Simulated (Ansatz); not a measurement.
Hg₂S₃, relaxed as a singlet with RKS r2SCAN-D4/def2-SVP in Ansatz, starting from the GFN1-xTB geometry. Force threshold 0.02 eV/Å.

In the def2 sets Hg takes a core potential; there is no spin–orbit coupling. The structure comes from a short search, and lower isomers may exist.

Start:

```xyz
5

Hg    2.483   -0.280    2.465
Hg   -0.144   -0.231   -2.461
S    -2.098   -0.614   -0.507
S    -1.074    0.787    0.451
S     0.833    0.338    0.052
```

```csv
step,energy (eV),largest force component (eV/Å),SCF passes
1,-40851.6203,0.742,18
2,-40851.6761,0.721,29
3,-40851.7963,0.558,28
4,-40851.8241,0.388,25
5,-40851.8446,0.109,27
6,-40851.8527,0.226,21
7,-40851.8568,0.096,23
8,-40851.8629,0.079,22
9,-40851.8677,0.074,21
10,-40851.8697,0.181,21
11,-40851.8729,0.347,22
12,-40851.8848,0.440,21
13,-40851.9019,0.309,21
14,-40851.9302,0.373,28
15,-40851.9436,0.239,25
16,-40851.9465,0.225,23
17,-40851.9493,0.024,23
18,-40851.9499,0.012,23
19,-40851.9504,0.016,23
20,-40851.9520,0.038,22
21,-40851.9530,0.014,22
22,-40851.9615,0.090,22
23,-40851.9657,0.037,23
24,-40851.9700,0.073,23
25,-40851.9715,0.064,23
26,-40851.9781,0.047,22
27 (rejected),-40851.8429,0.733,29
28,-40851.9793,0.024,24
29,-40851.9798,0.007,24
```

Force components are those of the run's own axes.

End:

```xyz
5

Hg    1.590   -1.224    1.073
Hg    0.619   -0.879   -1.990
S    -1.572   -0.760    0.401
S    -1.233    1.174    0.510
S     0.596    1.689    0.006
```

Bonds lost: Hg2–S5 (atoms count from 1). The end holds 2 separate pieces.

The force fell under the threshold at step 18, but the optimiser went on and released 0.030 eV more. No frequencies were taken in this run, so the end may be a saddle point.

Hardware: 4 threads of Arm Neoverse V1 on a shared host. Wall time 65 s.
